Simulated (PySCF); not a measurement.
**Bonding in `C[Si@H]1C=CC(F)=C1`**

Compound: C5H7FSi.
SMILES with atom numbers: `[CH3:1][Si@H:2]1[CH:3]=[CH:4][C:5]([F:6])=[CH:7]1` (hydrogens: H8, H9, H10 on C1; H11 on Si2; H12 on C3; H13 on C4; H14 on C7)

Geometry (GFN2-xTB, Å), atoms numbered from 1 in this order:
```xyz
14
C5H7FSi angstrom
C     -2.179   -0.037    0.461
Si    -0.649    0.209   -0.634
C      0.675    1.323    0.135
C      1.791    0.613    0.326
C      1.707   -0.781   -0.080
F      2.806   -1.546    0.094
C      0.563   -1.234   -0.593
H     -1.906   -0.332    1.469
H     -2.758    0.879    0.524
H     -2.824   -0.807    0.049
H     -0.996    0.615   -2.001
H      0.613    2.366    0.394
H      2.714    0.985    0.746
H      0.441   -2.253   -0.911
```

Bond orders from the PBE0/pcSseg-1 density (PySCF). Isolated species at its GFN2-xTB geometry, gas phase.

(1) Where do the orders between heavy atoms depart from those drawn in the SMILES?

(2) Give the Mayer order of every bond, beside its length.

Answers

(1) The largest departure is 0.176, at C5–C7 (drawn double, 1.824). Drawn single, order below 0.88: Si2–C3 (0.860) and C7–Si2 (0.867).

(2) 
```csv
bond,drawn as,length (Å),Mayer order
C1–Si2,single,1.897,0.972
Si2–C3,single,1.893,0.860
C3–C4,double,1.336,1.835
C4–C5,single,1.454,1.083
C5–F6,single,1.351,0.949
C5–C7,double,1.334,1.824
C7–Si2,single,1.885,0.867
C1–H8,single,1.086,0.950
C1–H9,single,1.085,0.955
C1–H10,single,1.085,0.955
Si2–H11,single,1.467,0.936
C3–H12,single,1.077,0.945
C4–H13,single,1.080,0.957
C7–H14,single,1.075,0.929
```

Bonds between the same two heavy elements. C–Si: lowest Si2–C3 (0.860, 1.893 Å), highest C1–Si2 (0.972, 1.897 Å); in 2 of the 3 pairs the longer bond (by over 0.003 Å) has the higher order (by 0.02 or more). C–C: lowest C4–C5 (1.083, 1.454 Å), highest C3–C4 (1.835, 1.336 Å).

**Question.** Sum the orders of all bonds at each heavy atom with more than one neighbour and set the sums beside the valence in the SMILES.

**Answer.** C1 3.832 (drawn 4), Si2 3.635 (drawn 4), C3 3.640 (drawn 4), C4 3.875 (drawn 4), C5 3.856 (drawn 4), C7 3.620 (drawn 4). Orders between atoms that aren't bonded are not in these sums.

Mayer orders depend on the basis set.
